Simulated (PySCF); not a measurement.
First SCF of a structure search on singlet Cu(OH)3, at a hand-made trigonal pyramidal (heavy-atom frame) geometry. PySCF input:

```python
from pyscf import gto, scf, dft
mol = gto.M(atom='''
Cu     0.000000     0.000000     0.000000
O      1.545200     0.000000     0.821600
O     -0.772600     1.338100     0.821600
O     -0.772600    -1.338100     0.821600
H      2.090000    -0.735400     1.111300
H     -0.408100     2.177700     1.111300
H     -1.681900    -1.442300     1.111300''',
    basis={'Cu': 'def2-TZVP', 'O': 'def2-TZVP', 'H': 'def2-TZVP'},
    charge=0, spin=0)
mf = dft.RKS(mol, xc='PBE0')
mf.grids.atom_grid = (50, 194)
aux = {'Cu': 'def2-universal-JKFIT', 'O': 'def2-universal-JKFIT', 'H': 'def2-universal-JKFIT'}
mf = mf.density_fit(auxbasis=aux)
mf.conv_tol = 1e-08
mf.diis_space = 10
mf.max_cycle = 60
mf.init_guess = 'minao'
mf.verbose = 4
mf.kernel()
```

Excerpt of the output (cycles and frontier levels):

```
init E= -1867.24859914739
cycle= 1 E= -1864.91269283681  delta_E= 2.34  |g|= 4.89  |ddm|= 2.58
  HOMO = -0.145284996038665  LUMO = -0.13340616481444  gap/eV = 0.32324
cycle= 2 E= -1854.96217539964  delta_E= 9.95  |g|= 10.2  |ddm|= 8.75
  HOMO = -0.30108518391614  LUMO = -0.288398243771564  gap/eV = 0.34523
cycle= 3 E= -1866.11344561867  delta_E= -11.2  |g|= 3.07  |ddm|= 7.77
  HOMO = -0.080085616538378  LUMO = -0.0596117593633375  gap/eV = 0.55712
cycle= 4 E= -1864.83380052155  delta_E= 1.28  |g|= 3.21  |ddm|= 2.67
  HOMO = -0.186889605884848  LUMO = -0.158901623582153  gap/eV = 0.76159
cycle= 5 E= -1866.83254645467  delta_E=   -2  |g|=  1.5  |ddm|= 2.43
  HOMO = -0.212465147764386  LUMO = -0.196357065882206  gap/eV = 0.43832
cycle= 6 E= -1867.15874762195  delta_E= -0.326  |g|= 1.15  |ddm|= 1.91
  HOMO = -0.232988206395211  LUMO = -0.211861749066549  gap/eV = 0.57488
cycle= 7 E= -1867.36194745971  delta_E= -0.203  |g|= 0.77  |ddm|= 0.986
... 25 lines left out ...
cycle= 20 E= -1867.44659530488  delta_E= -4.03e-08  |g|= 0.000108  |ddm|= 0.00097
  HOMO = -0.261394305195671  LUMO = -0.203156295678298  gap/eV = 1.58474
cycle= 21 E= -1867.44659531805  delta_E= -1.32e-08  |g|= 0.000103  |ddm|= 0.000521
  HOMO = -0.261394095297364  LUMO = -0.203156247536953  gap/eV = 1.58473
cycle= 22 E= -1867.4465953304  delta_E= -1.24e-08  |g|= 5.39e-05  |ddm|= 0.000691
  HOMO = -0.261393667546344  LUMO = -0.203155838439557  gap/eV = 1.58473
cycle= 23 E= -1867.44659533294  delta_E= -2.54e-09  |g|= 1.76e-05  |ddm|= 0.000354
  HOMO = -0.261394241607017  LUMO = -0.203157169290819  gap/eV = 1.58471
Extra cycle  E= -1867.44659533222  delta_E= 7.25e-10  |g|= 6.33e-05  |ddm|= 6.04e-05
converged SCF energy = -1867.44659533222
```

No lower solution of this spin was found from smeared starts or by a stability analysis within the restricted form, which does not test spin polarisation.

Stability towards spin polarisation was not tested.

The search for the lowest solution, 3 starts and the stability check together, took 79 s on 4 threads of a shared Arm Neoverse V1 host, with 156 basis functions; the process peaked at 0.87 GiB. Launch command: `OMP_NUM_THREADS=4 python axn.py task.json out`.
